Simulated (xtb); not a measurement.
dimethyl diselenide (C₂H₆Se₂), singlet, geometry from GFN2-xTB; GFN0-xTB in xtb.

Input for xtb:
```
$ xtb mol.xyz --gfn 0 --hess --json

# file mol.xyz
10

C      1.96855851    -1.17613388     0.15905438
Se     0.97949753     0.50754903     0.43355029
Se    -0.95991794     0.03942388    -0.69425543
C     -2.03741298    -0.74737573     0.75775304
H      2.96496543    -1.03041597     0.56454385
H      2.02239553    -1.38660484    -0.90507308
H      1.46684649    -1.98439873     0.68384831
H     -3.03451247    -0.91244136     0.36148533
H     -2.07384495    -0.05067966     1.59012976
H     -1.59842926    -1.69148076     1.06819576
```

Q: Predict the main parts of the log of this xtb run.

A: 
```
   ID    Z sym.   atoms
    1    6 C      1, 4
    2   34 Se     2, 3
    3    1 H      5-10

           -------------------------------------------------
          |                Calculation Setup                |
           -------------------------------------------------

           -------------------------------------------------
          |                 G F N 0 - x T B                 |
           -------------------------------------------------

          ...................................................
          :                      SETUP                      :
          :.................................................:
          :  # basis functions                  40          :
          :  # atomic orbitals                  38          :
          :  # shells                           22          :
          :  # electrons                        26          :
          :  electronic temp.          300.0000000     K    :
          :  accuracy                    1.0000000          :
          :  -> integral cutoff          0.2500000E+02      :
          :  -> integral neglect         0.1000000E-07      :
          ...................................................

         :::::::::::::::::::::::::::::::::::::::::::::::::::::
         ::                     SUMMARY                     ::
         :::::::::::::::::::::::::::::::::::::::::::::::::::::
         :: total energy             -14.094261436144 Eh    ::
         :: gradient norm              0.011619478589 Eh/a0 ::
         :: HOMO-LUMO gap              3.413511134940 eV    ::
         ::.................................................::
         :: H0 energy                -14.204978353121 Eh    ::
         :: repulsion energy           0.132651007696 Eh    ::
         :: electrostat energy        -0.019393728082 Eh    ::
         :: -> Gsolv                   0.000000000000 Eh    ::
         ::    -> Gsasa                0.000000000000 Eh    ::
         ::    -> Gshift               0.000000000000 Eh    ::
         :: dispersion energy         -0.002540362636 Eh    ::
         :: short-range corr.          0.000000000000 Eh    ::
         :: add. restraining           0.000000000000 Eh    ::
         :: total charge              -0.000000000000 e     ::
         :::::::::::::::::::::::::::::::::::::::::::::::::::::

           -------------------------------------------------
          |                Numerical Hessian                |
[...]
       4    145.19    -0.81524 ( 98.61%)    -0.74062 (  1.39%)    -0.81420
       5    156.49    -0.77273 ( 98.97%)    -0.71842 (  1.03%)    -0.77217
       6    266.94    -0.48178 ( 99.88%)    -0.56027 (  0.12%)    -0.48188
   ------------------------------------------------------------------------

   temp. (K)  partition function   enthalpy   heat capacity  entropy
                                   cal/mol     cal/K/mol   cal/K/mol   J/K/mol
 298.15  VIB   78.4                 2827.617     16.308     18.050
         ROT  0.131E+06              888.752      2.981     26.393
         INT  0.103E+08             3716.370     19.289     44.443
         TR   0.249E+28             1481.254      4.968     41.581
         TOT                        5197.6235    24.2575    86.0232   359.9209

       T/K    H(0)-H(T)+PV         H(T)/Eh          T*S/Eh         G(T)/Eh
   ------------------------------------------------------------------------
    298.15    0.828294E-02    0.825689E-01    0.408724E-01    0.416965E-01
   ------------------------------------------------------------------------

         :::::::::::::::::::::::::::::::::::::::::::::::::::::
         ::                  THERMODYNAMIC                  ::
         :::::::::::::::::::::::::::::::::::::::::::::::::::::
         :: total free energy         -14.052564959431 Eh   ::
         ::.................................................::
         :: total energy              -14.094261436144 Eh   ::
         :: zero point energy           0.074285916320 Eh   ::
         :: G(RRHO) w/o ZPVE           -0.032589439607 Eh   ::
         :: G(RRHO) contrib.            0.041696476713 Eh   ::
         :::::::::::::::::::::::::::::::::::::::::::::::::::::

           -------------------------------------------------
          | TOTAL ENERGY              -14.094261436144 Eh   |
          | TOTAL ENTHALPY            -14.011692579622 Eh   |
          | TOTAL FREE ENERGY         -14.052564959431 Eh   |
          | GRADIENT NORM               0.011619478589 Eh/α |
          | HOMO-LUMO GAP               3.413511134940 eV   |
           -------------------------------------------------
########################################################################
[WARNING] Runtime exception occurred
-1- hessian_numhess: Hessian on incompletely optimized geometry!
########################################################################

normal termination of xtb
```
